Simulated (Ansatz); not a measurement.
Start from `[CH3][Sn-]1[O]C(C(F)(F)F)=CC(C(F)(F)F)=[O+]1` and change one atom or group to get `FC(F)(F)C1=CC(C(F)(F)F)=[O+][Zn-]([Cl])[O]1`.

Ansatz, PBE0-D4/def2-TZVP geometries, multiplicity 1. 

Elements past krypton have def2 core potentials. Scalar relativity is left out up to krypton.

| property | `[CH3][Sn-]1[O]C(C(F)(F)F)=CC(C(F)(F)F)=[O+]1` |
| --- | --- |
| LUMO energy (B3LYP/def2-TZVPP) / eV | -3.16 |
| HOMO energy (ωB97M-V/def2-TZVPP) / eV | -8.74 |
| size of the dipole moment (ωB97M-V/def2-TZVPP) / D | 1.16 |
| HOMO energy (B3LYP/def2-TZVPP) / eV | -6.49 |
| size of the dipole moment (PBE/def2-TZVPP) / D | 1.12 |
| LUMO energy (ωB97M-V/def2-TZVPP) / eV | -0.85 |

**Question.** Give the same properties after the change, and the shifts. (Estimate.)

**Answer.** The calculation gave: 
```
                                          property  `FC(F)(F)C1=CC(C(F)(F)F)=[O+][Zn-]([Cl])[O]1`  shift
               LUMO energy (B3LYP/def2-TZVPP) / eV                                          -3.61  -0.45
             HOMO energy (ωB97M-V/def2-TZVPP) / eV                                         -10.73  -1.99
size of the dipole moment (ωB97M-V/def2-TZVPP) / D                                           2.73   1.57
               HOMO energy (B3LYP/def2-TZVPP) / eV                                          -8.39  -1.90
    size of the dipole moment (PBE/def2-TZVPP) / D                                           2.53   1.41
             LUMO energy (ωB97M-V/def2-TZVPP) / eV                                          -1.28  -0.43
```

With PBE0 the HOMO falls by 1.95 eV and the LUMO falls by 0.44 eV, so the gap widens by about 1.51 eV. PBE moves the HOMO by -1.59 eV and ωB97M-V by -1.99 eV. Dipoles are sizes alone; their direction can turn.

B3LYP here is the variant with VWN-RPA as its local correlation; programs differ in this.
